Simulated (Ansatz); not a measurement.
Relaxation of CH₄GeS (7 atoms, charge 0, multiplicity 1), to a largest force component of 0.015 eV/Å in at most 40 steps.

All numbers below come from RKS PBE/def2-SVP in Ansatz 0.2.0.

```xyz
7
Properties=species:S:1:pos:R:3:forces:R:3
S -0.324 -1.907 1.147 1.22 -6.08 7.50
C -0.553 -1.011 -0.003 0.09 5.25 -4.67
Ge 0.302 0.696 -0.083 -0.18 1.97 -0.50
H -1.108 -1.313 -0.828 -1.68 -0.63 -2.41
H 1.111 0.958 1.203 0.04 -0.09 0.06
H 1.220 0.788 -1.339 -0.01 0.02 0.01
H -0.826 1.837 -0.221 0.53 -0.44 0.01
```

Problem. Where does it end, and by what steps?

Solution. The forces met the threshold. After 6 steps the energy has fallen by 0.852 eV; S1 moved furthest, 0.19 Å.

```
step  energy less start (eV)  largest force component (eV/Å)  accepted
   0                  0.0000                           7.496       yes
   1                 -0.5688                           2.245       yes
   2                 -0.7994                           1.075       yes
   3                 -0.8464                           0.532       yes
   4                 -0.8516                           0.033       yes
   5                 -0.8517                           0.015       yes
   6                 -0.8517                           0.002       yes
```

```xyz
7
Properties=species:S:1:pos:R:3
S -0.357 -2.063 1.243
C -0.529 -1.022 0.001
Ge 0.312 0.765 -0.092
H -1.159 -1.308 -0.872
H 1.134 1.003 1.195
H 1.221 0.831 -1.351
H -0.799 1.841 -0.247
```

Run time: 16 s on 1 thread of Arm Neoverse V2 (shared host), peak memory 0.12 GiB.
